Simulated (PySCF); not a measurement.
# Pm²⁺ (promethium, charge +2): UHF calculation

Configuration: [Xe] 4f4 6p1, one real determinant (an excited configuration). All numbers are calculated (PySCF 2.14, scalar relativity by spin-free X2C-1e, in x2c-TZVPPall with one added diffuse shell each of s, p, d, f type (12s8p8d5f2g, 129 functions)).

- Total energy: -10015.344510 hartree
- One-electron energy: -13635.0640 hartree
- Hartree (Coulomb) energy: 3847.4375 hartree
- Exchange energy: -227.7181 hartree
- ⟨S²⟩: 8.7535
- ⟨L²⟩: 36.031
- Sum of ⟨r⟩: 37.55 bohr
- Sum of ⟨r²⟩: 57.53 bohr²
- Traceless quadrupole moment −½Σ⟨3z² − r²⟩ along its main axis: -8.15 e·bohr²
- Langevin diamagnetic susceptibility: -45.6 ×10⁻⁶ cm³/mol

```
shell  electrons  mean orbital energy (eV)  spread (eV)  rms radius, mean of both spins (bohr)
 1s α          1                  -45427.8            0                                 0.0264
 1s β          1                  -45427.8            0                                 0.0264
 2s α          1                   -7521.0            0                                  0.107
 2s β          1                   -7521.0            0                                  0.107
 2p α          3                   -6721.1        0.063                                 0.0959
 2p β          3                   -6721.0        0.029                                 0.0959
 3s α          1                   -1709.2            0                                  0.277
 3s β          1                   -1706.9            0                                  0.277
 3p α          3                   -1451.8        0.167                                  0.277
 3p β          3                   -1449.3        0.260                                  0.277
 3d α          5                   -1094.1        0.434                                  0.256
 3d β          5                   -1091.4        0.335                                  0.256
 4s α          1                   -383.72            0                                  0.629
 4s β          1                   -377.35            0                                  0.629
 4p α          3                   -296.49        0.115                                  0.667
 4p β          3                   -289.38        0.432                                  0.667
 4d α          5                   -169.47        1.765                                  0.739
 4d β          5                   -160.17        0.848                                  0.739
 5s α          1                   -74.087            0                                   1.52
 5s β          1                   -71.439            0                                   1.52
 5p α          3                   -49.190        0.108                                   1.73
 5p β          3                   -47.102        0.154                                   1.73
 4f α          4                   -36.952        1.602                                   1.00
 6p α          1                   -13.881            0                                   4.54
```

⟨L²⟩ = 36.03 against 56 for a pure K term, so this real determinant mixes terms. Spin-orbit coupling, absent here, splits the open shell strongly.

Densities and radii are taken from the X2C orbitals without a picture-change correction, which distorts them close to the nucleus.

Spin-orbit constants ζ (cm⁻¹) from the X2C one-electron operator on these orbitals: bare nucleus, nucleus screened by l(l+1)(2l+1)/3 electrons, and screened by the Breit-Pauli mean field of the electrons.

| shell | bare | screened nucleus | mean field |
| --- | --- | --- | --- |
| 2p | 2923000 | 2827000 | n/a |
| 3p | 594000 | 574600 | n/a |
| 3d | 92460 | 77310 | n/a |
| 4p | 127800 | 123600 | n/a |
| 4d | 16500 | 13800 | n/a |
| 4f | 2257 | 1221 | n/a |
| 5p | 18370 | 17770 | n/a |
| 6p | 1956 | 1892 | n/a |

To first order the Landé constant is A = 263.4 cm⁻¹, so the lowest level has J = 9/2 and lies 0.653 eV below the centre of the term. This holds in LS coupling only.
